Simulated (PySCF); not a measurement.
# Assignment exercise: C₄H₁₃NSi₂

Mapped SMILES: `[CH2:1]=[C:2]([CH3:3])[Si@@:4]([CH3:5])([NH2:6])[SiH3:7]`; H(Xn) means a hydrogen on atom n. Ha(C1) is cis to C3; Hb(C1) is trans to C3.

[PySCF 2.14.0 with density-fitted response routines: geometry from GFN2-xTB; shielding tensors at PBE0/pcSseg-1 (GIAO); averaged over atoms made equivalent by symmetry, fast rotation or ring inversion; no solvent model; non-relativistic; one computed conformer]

References, each an isolated molecule treated in the same way: TMS for ¹³C (σref 186.93), ¹H (σref 31.72).

(1) Assign these signals to the numbered atoms. ¹³C{¹H} NMR (computed): δ 159.1 (C), 134.3 (CH2), 25.0 (CH3), 1.1 (CH3).

(2) Assign these signals to the numbered atoms. ¹H NMR (400 MHz, computed): δ 5.98 (br s, 1H), 5.56 (br s, 1H), 3.27 (s, 3H), 2.15 (s, 3H), 0.33 (s, 3H), -0.03 (br s, 2H).

## Answers

(1) 
| δ (ppm) | atoms | environment | reason |
| --- | --- | --- | --- |
| 159.1 | C2 | fully substituted alkene carbon | the olefinic region |
| 134.3 | C1 | terminal =CH2 carbon | an sp2 carbon of a C=C bond |
| 25.0 | C3 | allylic methyl carbon | a saturated carbon with 1 carbon neighbour and no heteroatom attached |
| 1.1 | C5 | methyl carbon bonded to Si | an electropositive neighbour leaves it electron-rich and shielded |

(2) 
| δ (ppm) | atoms | environment | reason |
| --- | --- | --- | --- |
| 5.98 | Ha(C1) | hydrogen on a terminal =CH2 carbon | attached to an sp2 carbon and in the plane of the double bond |
| 5.56 | Hb(C1) | hydrogen on a terminal =CH2 carbon | – |
| 3.27 | H(Si7) | hydrogen on a silicon bonded to Si | – |
| 2.15 | H(C3) | hydrogen on an allylic methyl carbon | allylic position |
| 0.33 | H(C5) | hydrogen on a methyl carbon bonded to Si | an electropositive neighbour shields it, as in TMS itself |
| -0.03 | H(N6) | hydrogen on a nitrogen bonded to Si | exchangeable, gas-phase position |

The OH or NH signal is concentration- and solvent-dependent in practice; the value given is the gas-phase one. Shifts are as computed. Against solution values, carbons near 30 ppm lie about +3 ppm off and those near 130 ppm about +5 ppm. Of 1309 compounds with measured shifts, 239 miss one by over three times the rms of a fit or turn the order of signals round; such compounds aren't used in these exercises. Multiplicities follow the n + 1 count of equivalent neighbours, as no J values were calculated; m marks all less simple cases, F and P coupling included.
